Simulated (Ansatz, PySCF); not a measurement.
System: C₂H₃Cl₂, charge 0, multiplicity 2. SMILES: Cl[CH]CCl
Geometry from a B3LYP-D3(BJ)/def2-TZVP (Ansatz, an electronic-structure program) optimisation:
```xyz
7

C      0.5824    -0.7859     0.4126
C     -0.8011    -0.4146     0.6569
Cl    -1.6377     0.1690    -0.9037
Cl     1.7993     0.4070     0.3901
H      0.8612    -1.7377    -0.0133
H     -0.9041     0.4150     1.3491
H     -1.3931    -1.2668     0.9784
```
Charge 0, spin multiplicity 2.

Wanted: size of the dipole moment, in D. Set-up: open shells spin-unrestricted; non-relativistic; 6-311+G** with 5d, 6d on Na to Ar in Ansatz; no dispersion term unless named; 6-31G* and kin with 6d, 5d where marked; spin-orbit terms left out. First-principles rows: single points at B3LYP-D3(BJ) geometries (Ansatz).

```tsv
level	program	size of the dipole moment (D)
PBE/STO-3G	Ansatz	2.27
PBE/3-21G	Ansatz	2.26
BP86/6-31G* (5d)	PySCF	2.15
B3LYP/STO-3G	Ansatz	2.33
B3LYP/3-21G	Ansatz	2.34
B3LYP/6-31G	Ansatz	2.39
B3LYP/6-31G*	Ansatz	2.20
B3LYP/6-31+G*	Ansatz	2.19
B3LYP/6-31G**	Ansatz	2.20
B3LYP/def2-SVP	Ansatz	1.84
B3LYP/6-311+G**	Ansatz	2.11
M06-2X/6-31G* (5d)	PySCF	2.26
M06-2X/6-311+G**	PySCF	2.18
```

No value to compare with is used here. The 13 habitual levels span 1.84 (B3LYP/def2-SVP) to 2.39 D (B3LYP/6-31G).

The levels are drawn from those run, B3LYP/6-31G* more often than the rest, none by its result; left out are runs that failed, that the program found above a lower state of the same kind, or whose <S^2> lies over 0.5 above the pure value.
